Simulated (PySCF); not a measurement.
The dipole of `CCO[C@H]1[Si@@H](O[SiH3])O[SiH2]1` from its density and from atomic charges.

Coordinates (GFN2-xTB, Å) and charges (e) from the PBE0/pcSseg-1 density (PySCF):

```csv
atom,x,y,z,Mulliken,IAO,Hirshfeld,ESP-fitted
C1,-1.498,1.749,-0.379,-0.3402,-0.4311,-0.1247,-0.2801
C2,-2.016,0.676,0.576,+0.0263,-0.0418,+0.0048,+0.2560
O3,-1.064,-0.292,0.943,-0.4994,-0.3900,-0.1418,-0.3506
C4,-0.671,-1.180,-0.097,-0.4884,-0.4873,-0.1369,-0.4266
Si5,0.437,-2.647,0.492,+0.8104,+0.9961,+0.4068,+0.6903
O6,1.549,-2.162,-0.641,-0.7114,-0.9057,-0.3376,-0.5589
Si7,0.884,-0.723,-1.144,+1.1469,+1.2691,+0.4516,+0.7830
O8,1.688,0.539,-0.561,-0.7422,-0.8729,-0.2941,-0.4530
Si9,2.292,1.181,0.813,+0.6698,+0.8657,+0.3902,+0.5517
H10,-2.265,2.504,-0.524,+0.1209,+0.1495,+0.0489,+0.0794
H11,-0.606,2.216,0.031,+0.1385,+0.1437,+0.0389,+0.0870
H12,-1.242,1.315,-1.343,+0.1247,+0.1345,+0.0356,+0.0643
H13,-2.893,0.181,0.128,+0.0925,+0.1106,+0.0304,+0.0042
H14,-2.321,1.136,1.521,+0.1174,+0.1486,+0.0445,+0.0324
H15,-1.557,-1.484,-0.670,+0.1350,+0.1315,+0.0278,+0.1627
H16,-0.001,-3.985,0.120,-0.1042,-0.1324,-0.0721,-0.1214
H17,0.980,-2.502,1.833,-0.0954,-0.1321,-0.0673,-0.0973
H18,0.918,-0.619,-2.587,-0.0985,-0.1466,-0.0727,-0.1188
H19,2.594,2.542,0.369,-0.1168,-0.1366,-0.0810,-0.1188
H20,3.490,0.429,1.183,-0.0976,-0.1378,-0.0753,-0.0946
H21,1.292,1.145,1.877,-0.0884,-0.1350,-0.0761,-0.0906
```

Q: What dipole does each set of charges give (1 e·Å = 4.803 D), and what does the density give?

A: The full density gives (-1.99, 0.66, 0.33) D, 2.13 D in size; dipole vectors point from the negative to the positive end.

| scheme | μx | μy | μz | size (D) | share of the full size (%) | angle to the full dipole (°) |
| --- | --- | --- | --- | --- | --- | --- |
| Mulliken | -1.64 | 0.47 | -0.77 | 1.87 | 88 | 33 |
| IAO | -2.88 | 0.55 | 0.88 | 3.06 | 144 | 11 |
| Hirshfeld | -1.18 | 0.30 | 0.42 | 1.28 | 60 | 11 |
| ESP-fitted | -2.03 | 0.66 | 0.35 | 2.16 | 102 | 0 |

Q: Which set comes closest?

A: Length of the difference vector: ESP-fitted 0.04 D, Hirshfeld 0.90 D, IAO 1.05 D, Mulliken 1.17 D. Closest: ESP-fitted. The schemes that divide the density aren't constrained to reproduce the dipole.

Q: What is left for the Hirshfeld atoms' own dipoles?

A: The Hirshfeld atoms' densities add up to the full density, so μ = Σ q r + Σ (atomic dipoles). The atomic dipoles sum to (-1.99, 0.66, 0.33) − (-1.18, 0.30, 0.42) = (-0.81, 0.36, -0.09) D, 0.90 D in size.

Q: With the origin at the mean of the coordinates, (0.000, 0.001, 0.092) Å, which are the largest single terms, by size, of the ESP-fitted dipole along the direction of the full one?

A: O6 +6.01, Si7 -4.69, Si9 -4.43, Si5 -3.88, O8 +3.30 D; all 21 atoms together +2.16 D. The single terms depend on the origin, their sum doesn't.

Q: Give the size of the full dipole in other units.

A: 2.13 D = 0.837 au = 0.443 e·Å = 7.09 × 10⁻³⁰ C·m.

The structure is a single GFN2-xTB conformer in the gas phase; no vibrational or solvent corrections.

The run behind these numbers computed NMR shieldings as well. The run took 73 s of wall time on one thread of an Intel Xeon Platinum 8259CL at 2.50 GHz, shared host with 96 logical CPUs at a one-minute load of 31, and the process peaked at 1.1 GiB of memory.

The values belong to the conformer `[CH3:1][CH2:2][O:3][C@@H:4]1[SiH2:5][O:6][Si@@H:7]1[O:8][SiH3:9]`: C1–C2–O3–C4 -69°, C2–O3–C4–Si5 -172°, O6–Si7–O8–Si9 -50°.
